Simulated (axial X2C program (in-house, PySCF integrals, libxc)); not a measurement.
## OWO⁺: properties at the nuclei

Computed with an axial X2C code built on PySCF integrals: two-component X2C with atomic mean-field Coulomb and Gaunt terms, Gaussian nuclei, basis O dyall-av3z, W dyall-v3z with contracted cores.

O–W–O held linear, with bonds 1.728 and 1.728 Å (near the PBE0 minimum at charge 1 of the determinant lowest at the starting distance; the state shown can have its own minimum elsewhere, held linear; other orders of the atoms were not compared).

Determinant lowest in the PBE0 search, Ω = 1/2 (⟨Sz⟩ = 0.50, ⟨Lz⟩ = 0.00 at PBE0), spin on the atoms O -0.34, W 1.18, O -0.34:

```
level  A∥/gI O (MHz)  qzz O (a.u.)  A∥/gI W (MHz)  qzz W (a.u.)
 PBE0           -281          1.03          -7190         -6.49
   HF           -506          1.81         -10500         -6.57
TPSSh           -263          0.97          -6880         -6.99
```

Determinant 0.17 eV from it at PBE0 and this distance, Ω = 3/2 (⟨Sz⟩ = 1.48, ⟨Lz⟩ = 0.02 at PBE0), spin on the atoms O 0.23, W 1.01, O 0.23:

```csv
level,A∥/gI O (MHz),qzz O (a.u.),A∥/gI W (MHz),qzz W (a.u.)
PBE0,99.8,0.96,-942,-6.37
HF,111,1.38,-667,-4.44
TPSSh,92.8,0.91,-1010,-6.87
```

A∥ (defined per Ω) follows by multiplying with gI = μI/(I μN); qzz is the electric field gradient, eQq0 = 234.96 MHz × Q/barn × qzz. The operators were transformed with the bare-nucleus X2C matrices; with these basis sets, hyperfine constants and field gradients can be off by tens of per cent, and where levels differ in sign neither size nor sign is settled.

With gI(17O) = -0.7575, Q(17O) = -0.02558 barn, gI(183W) = 0.2356 (g factors from the IAEA table of nuclear moments by Stone; Q from Pyykkö, Mol. Phys. 2018), turn the PBE0 values of the first state into constants in MHz.

A∥(17O) = -281 × -0.7575 = 213 MHz; eQq0(17O) = 234.96 × (-0.02558) × (1.03) = -6.19 MHz; A∥(183W) = -7190 × 0.2356 = -1690 MHz.

The molecule was held linear; bending was not examined, so a bent shape may lie lower.

Each state is one determinant with collinear spin, which with several unpaired electrons need not be a pure state. Unrestricted Hartree–Fock can overshoot spin polarisation at the nuclei. With several open shells hyperfine constants can be off by a factor of several. In the state Ω = 1/2 the atomic spins oppose each other (-0.34, 1.18, -0.34): a broken-symmetry determinant whose values are not spin-projected. States lie within half an eV, so the first need not be the ground state. PBE0 term energies can be off by some tenths of an eV.
